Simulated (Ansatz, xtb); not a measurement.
GaH3N2: 3 structures ranked

3 gas-phase structures of GaH3N2, found in a search over its isomers (lower ones may exist). Each was relaxed with GFN2-xTB:

A. `N[NH][Ga]`, a singlet
B. a singlet given by its coordinates
C. a singlet given by its coordinates

C (Å):

```xyz
6

Ga   -0.5013    0.5025    2.0376
N    -1.1884   -0.0200   -0.1582
N    -0.1868    0.9774    0.2155
H    -1.9504    0.4189   -0.6788
H     0.1896    1.4339   -0.6134
H    -0.7768   -0.7233   -0.7745
```

Close contacts (Å): Ga1–N2 2.36, Ga1–N3 1.91, N2–N3 1.46, N2–H4 1.02, N2–H6 1.02, N3–H5 1.02.

B (Å):

```yaml
atoms:
  - { symbol: Ga, position_ang: [-1.4396, 2.0750, -0.3096] }
  - { symbol: N, position_ang: [-2.9841, 2.4067, -1.0579] }
  - { symbol: N, position_ang: [0.2528, 1.4223, 0.0627] }
  - { symbol: H, position_ang: [-3.5319, 3.0363, -0.4652] }
  - { symbol: H, position_ang: [1.0336, 2.0722, 0.0225] }
  - { symbol: H, position_ang: [0.3666, 0.8546, 0.8986] }
```

Close contacts (Å): Ga1–N2 1.75, Ga1–N3 1.85, N2–H4 1.02, N3–H5 1.02, N3–H6 1.02.

**Question.** Estimate their order in r2SCAN-D4/def2-SVP energy at these geometries, lowest first.

**Answer.** Calculated order at r2SCAN-D4/def2-SVP: C (0.0), B (3.2), A (5.1) kcal/mol. CCSD(T)/def2-TZVPP after further relaxation puts B lowest instead.

Energies above the lowest of each column, in kcal/mol; the last columns are at B3LYP-D3(BJ)/6-311G** geometries:

| structure | GFN2-xTB | HF/STO-3G | r2SCAN-D4/def2-SVP | B3LYP-D3(BJ)/6-311G** | CCSD(T)/def2-TZVPP |
| --- | --- | --- | --- | --- | --- |
| C | 0.0 | 25.1 | 0.0 | 0.0 | 3.5 |
| B | 19.1 | 0.0 | 3.2 | 6.1 | 0.0 |
| A | 4.9 | 27.5 | 5.1 | 2.6 | 5.8 |

CCSD(T)/def2-TZVPP puts B lowest; GFN2-xTB picks C, r2SCAN-D4/def2-SVP picks C, B3LYP-D3(BJ)/6-311G** picks C. CCSD(T)/def2-TZVPP orders those it was run on as B (0.0), C (3.5), A (5.8) kcal/mol. Some further structures that were screened fall inside this span and aren't listed. Flexible structures stand in one conformer each, not always the lowest. Large T1 diagnostics make some coupled-cluster values less sure.

Programs: Ansatz 0.2.0, xtb 6.7.1 (Pople sets with spherical d functions).
